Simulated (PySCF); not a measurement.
Level of theory: TPSSh-D3(BJ)/def2-TZVP // PBE0-D3(BJ)/def2-TZVP run with PySCF 2.14.0. All species are isolated molecules in the gas phase. Delta-SCF ions had no search for a lower state. Excitations are Tamm–Dancoff values on a coarser integration grid. The basis has no diffuse functions, so Rydberg states are missing or too high.

Reference species (SMILES): `[H]/N=C\C#C` (neutral, multiplicity 1).

```yaml
vertical ionisation energy (Delta-SCF): 10.26 eV
HOMO–LUMO gap: 5.34 eV
S1 excitation (TDA): 4.74 eV
dipole_moment: 2.24 D
```

After one change: the vertical ionisation energy (Delta-SCF) drops by 0.97 eV; the HOMO–LUMO gap falls by 1.01 eV; the S1 excitation (TDA) drops by 1.06 eV; the dipole moment drops by 0.49 D.

### Question
Name the change that produced these shifts. The new species is one of these.
A) `C#CN=C`
B) `N=c1cc1`
C) `C=CC#N`
D) `C=C=C=N`

### Answer
A, `C#CN=C`
